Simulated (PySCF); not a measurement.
Ge(Cl)3(SiH3) (Cl3GeH3Si), SMILES [Cl][Ge]([SiH3])([Cl])[Cl]. Atoms are numbered in the order given.

```xyz
8

Si     0.0000     0.0000     2.3741
Ge     0.0000     0.0000    -0.0156
Cl     1.7493     1.0100    -0.8079
Cl    -1.7493     1.0100    -0.8079
Cl     0.0000    -2.0200    -0.8079
H      1.2278    -0.7089     2.8211
H     -1.2278    -0.7089     2.8211
H      0.0000     1.4178     2.8211
```
Charge 0, spin multiplicity 1.

Coordinates come from a B3LYP-D3(BJ)/def2-SVP optimisation.

Two levels are set side by side: PBE/pcSseg-1 (PySCF) and PBE0/pcSseg-1 (PySCF). GIAO shifts against GeH4 (⁷³Ge), HCl (³⁵Cl), TMS (²⁹Si), TMS (¹H) at the same level; non-relativistic, no solvent, atoms listed together averaged. Without spin–orbit terms, shifts of atoms bonded to Cl or Br come out too high at both levels. Differences are taken from unrounded values.

```tsv
quantity	PBE0
δ(²⁹Si) of Si1 (ppm)	-74.4
δ(⁷³Ge) of Ge2 (ppm)	508.5
δ(³⁵Cl) of Cl3, Cl4, Cl5 (ppm)	203.0
δ(¹H) of H6, H7, H8 (ppm)	4.33
```

Question: What does PBE give, and how far is it from PBE0? (The exact figures need the calculation; the answer reports its results.)

Answer: 
```
quantity                          PBE  PBE minus PBE0
------------------------------  -----  --------------
δ(²⁹Si) of Si1 (ppm)            -74.9            -0.6
δ(⁷³Ge) of Ge2 (ppm)            540.2            31.6
δ(³⁵Cl) of Cl3, Cl4, Cl5 (ppm)  259.5            56.5
δ(¹H) of H6, H7, H8 (ppm)        4.40            0.07
```

Rough cost on one machine, each run with all the roots and properties that it gave: PBE0 against PBE within a factor of 2.
